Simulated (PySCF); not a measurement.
(Z)-1,2-dichloro-1-fluoroprop-1-ene (C3H3Cl2F), SMILES Cl/C(C)=C(\Cl)F.

Coordinates come from a TPSSh-D3(BJ)/def2-SVP optimisation.

All values below come from PBE/def2-TZVP in PySCF.

Symmetry labels are those of the subgroup Cs that the program uses (full group Cs).

Computed valence orbital energies around the gap with their symmetry:
| orbital | symmetry | energy (eV) |
|---|---|---|
| HOMO−7 | A' | -10.69 |
| HOMO−6 | A' | -9.99 |
| HOMO−5 | A' | -9.84 |
| HOMO−4 | A" | -9.01 |
| HOMO−3 | A' | -8.33 |
| HOMO−2 | A" | -8.32 |
| HOMO−1 | A' | -7.54 |
| HOMO | A" | -5.89 |
| LUMO | A" | -1.16 |
| LUMO+1 | A' | -0.87 |
| LUMO+2 | A' | -0.07 |
| LUMO+3 | A' | 0.61 |
